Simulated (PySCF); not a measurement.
Results of a calculation; reference values are marked as such.
CH7FNSi2

The system: CH7FNSi2, a small molecule (built as: Si site whose three back bonds go to NHSiH3, CH3, F); neutral, doublet. The structure, one conformer, was relaxed in the gas phase by PBE0-D3(BJ)/def2-SVP. No frequency run checks that it is a minimum.

SMILES: C[Si](F)N[SiH3]

Coordinates in Å:
```
Si1     0.802    1.157   -0.597
N2     -0.754    0.999    0.153
Si3    -1.657   -0.442    0.557
C4      1.614   -0.528   -0.680
F5      1.739    2.130    0.329
H6     -1.274    1.866    0.263
H7     -2.179   -1.165   -0.645
H8     -0.796   -1.400    1.314
H9     -2.818   -0.029    1.400
H10     1.022   -1.229   -1.288
H11     2.616   -0.449   -1.126
H12     1.720   -0.943    0.337
```

EPR values by unrestricted B3LYP, IGLO-III on C F N Si, pcH-1 on H.

**Question.** Predict g and the largest hyperfine couplings. Where does the spin sit?

**Answer.** g = 2.0008, 2.0021, 2.0023. The spin sits on Si1 (85 %, bonded to 1 C + 1 F + 1 N) by Mulliken populations.
| atom | isotope | isotropic (MHz) | dipolar, principal values (MHz) |
| --- | --- | --- | --- |
| Si1 | 29Si | -801.8 | -131.5, 65.5, 66.0 |
| F5 | 19F | 293.8 | -119.9, -113.4, 233.2 |
| C4 | 13C | 79.9 | -8.4, -7.6, 16.1 |
| H12 | 1H | 39.1 | -5.1, -0.5, 5.5 |
| N2 | 14N | 19.3 | -4.4, -4.1, 8.4 |
| Si3 | 29Si | -9.6 | -4.2, 2.1, 2.2 |

**Question.** How do the isotropic couplings move with BHandHLYP?

**Answer.** Si1 -801.8 to -834.8 MHz, F5 293.8 to 315.0 MHz, C4 79.9 to 80.8 MHz, H12 39.1 to 38.8 MHz.
